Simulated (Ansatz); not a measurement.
Molecule: CH₃F₂In (charge 0, singlet). 
Coordinates optimised at B3LYP-D3(BJ)/def2-TZVP (Ansatz, a quantum-chemistry and plane-wave program):
```xyz
7

C     -2.1257    -0.3006    -0.0888
In    -0.0099    -0.0016    -0.0012
F      1.3667    -1.3918     0.0705
F      0.9272     1.7171     0.0271
H     -2.3239    -1.2561    -0.5666
H     -2.5698     0.5158    -0.6519
H     -2.5105    -0.3042     0.9288
```
Charge 0, spin multiplicity 1.

Basis-set convergence of Hartree-Fock and MP2 correlation energies (hartree) with Ansatz. Cores are frozen in the correlated levels unless marked. No spin-orbit coupling. The frozen core is the preceding noble-gas configuration, with the filled d and f shells of earlier blocks. In def2 rows, elements after Kr have scalar-relativistic effective core potentials.

```json
[
 {"basis": "def2-SVPD", "functions": "122", "E(HF)": "-427.58002", "E(corr, MP2)": "-0.61834"},
 {"basis": "def2-TZVPPD", "functions": "224", "E(HF)": "-427.86974", "E(corr, MP2)": "-0.76921"},
 {"basis": "def2-QZVPPD", "functions": "382", "E(HF)": "-427.88178", "E(corr, MP2)": "-0.83053"}
]
```

Extrapolating the two largest sets (X = 3 and 4) as X^-3: E(corr) = (64·(-0.83053) - 27·(-0.76921))/37 = -0.8753 Eh, an estimate of the basis-set limit. The largest set recovers 94.9 % of it, the smallest 70.6 %.
